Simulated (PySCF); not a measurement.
These compounds are isomers of formula C₆H₈O₂.

A. `C1C(OC)=CC(=O)C1`
B. `O1CC(C=C)(C=O)C1`
C. `C=C(/C=C/C)C(=O)O`
D. `OCC1=CCC=CO1`

Spectrum 1. ¹H NMR (500 MHz, computed): δ 9.54 (s, 1H), 6.17 (m, 1H), 5.82 (m, 1H), 5.42 (m, 1H), 5.23 (m, 2H), 4.82 (m, 2H). ¹³C{¹H} NMR (computed): δ 200.4 (CH), 145.9 (CH), 126.7 (CH2), 79.8 (CH2), 59.0 (C).

Spectrum 2. ¹H NMR (500 MHz, computed): δ 7.17 (m, 1H), 6.33 (br s, 1H), 6.26 (d, 1H), 6.08 (br s, 1H), 5.85 (br s, 1H), 2.01 (d, 3H). ¹³C{¹H} NMR (computed): δ 171.5 (C), 144.3 (CH), 143.4 (C), 133.3 (CH), 132.4 (CH2), 23.4 (CH3).

Spectrum 3. ¹H NMR (500 MHz, computed): δ 6.47 (d, 1H), 4.85 (t, 1H), 4.82 (m, 1H), 4.22 (s, 2H), 3.02 (m, 2H), 1.06 (br s, 1H). ¹³C{¹H} NMR (computed): δ 158.8 (C), 148.2 (CH), 106.5 (CH), 103.8 (CH), 69.2 (CH2), 25.3 (CH2).

Spectrum 4. ¹H NMR (500 MHz, computed): δ 5.18 (t, J = 1.6 Hz, 1H), 3.96 (s, 3H), 2.53 (m, 2H), 2.34 (m, 2H). ¹³C{¹H} NMR (computed): δ 204.6 (C), 198.0 (C), 109.2 (CH), 59.0 (CH3), 36.6 (CH2), 31.7 (CH2).

Level of theory: GIAO PBE0/pcSseg-1 shieldings, couplings computed with B3LYP/pcJ-1 (spin–dipole term left out of most H,H and C,H couplings), GFN2-xTB structure, in PySCF 2.14 (in vacuum, a single conformation, fast rotation and ring inversion assumed for equivalent nuclei, non-relativistic).

Scale: ¹H (σ = 31.72 ppm), ¹³C (σ = 186.93 ppm) vs TMS (reference shieldings calculated alike). Multiplet labels drop J under 1 Hz and among equivalent protons, and merge close values. Unscaled 3J(H,H) run several per cent high. Where no couplings were computed, multiplicities follow the n + 1 count of equivalent neighbours, and m marks all less simple cases (inequivalent or close neighbours, rings, F or P nearby). Acid and N–H amide carbonyl carbons lie up to 10 ppm further downfield in solution (hydrogen bonding). Shifts are as computed. Against solution values, carbons near 30 ppm lie about +3 ppm off and those near 130 ppm about +5 ppm. Of 1211 compounds with measured shifts, 218 miss one by over three times the rms of a fit or turn the order of signals round; such compounds aren't used in these exercises. OH and NH positions are gas-phase values without hydrogen bonding to other molecules.

Match each spectrum to its structure.

Results:

1–B, 2–C, 3–D, 4–A.

- Spectrum 1 (B): 5 ¹³C signals; δC 200.4 is an aldehyde carbonyl carbon; δC 145.9 is an alkene CH.
- Spectrum 2 (C): 6 ¹³C signals; δC 171.5 is a carboxylic acid carbon; δC 144.3 is an alkene CH.
- Spectrum 3 (D): 6 ¹³C signals; δC 158.8 is an alkene carbon bearing oxygen; δC 148.2 is an alkene carbon bearing oxygen.
- Spectrum 4 (A): 6 ¹³C signals; δC 204.6 is a ketone carbonyl carbon; δC 198.0 is an alkene carbon bearing oxygen.
